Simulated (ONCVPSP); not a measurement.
chlorine: excitation energies, all-electron against ONCV

- Element: chlorine (Cl)
- Generator: ONCVPSP 4.0.1
- Type: optimised norm-conserving Vanderbilt (ONCV)
- Functional: BLYP
- Relativity: non-relativistic
- Frozen core: [Ne]
- Valence charge: 7
- Reference configuration: 3s2 3p4.75 (charge +0.25)
- Partial waves: 3s: rc 1.40 bohr, ncon 3, nbas 7, qcut 5.6 1/bohr, 1 projector; 3p: rc 1.05 bohr, ncon 5, nbas 8, qcut 8.5 1/bohr, local; d scattering state at 0.2 Ha: rc 1.50 bohr, ncon 4, nbas 7, qcut 6.5 1/bohr, 2 projectors, debl 1.7 Ha
- Local potential: the p channel
- Core correction: Teter function, fcfact 5.5, rcfact 1.7

Energies are relative to the spin-unpolarised reference configuration 3s2 3p4.75; without spin polarisation the order of configurations can differ from experiment.

```tsv
valence configuration	charge	ΔE all-electron (eV)	error AE − PS (meV)
3s2 3p4	+1	11.311	0.0
3s2 3p3	+2	36.620	-1.9
3s2 3p2	+3	74.798	-18
```

Problem. What are ΔE and the potential's error for 3s2 3p5?

Solution. ΔE = -2.434 eV all-electron; the error (AE − PS) is 0.0 meV.
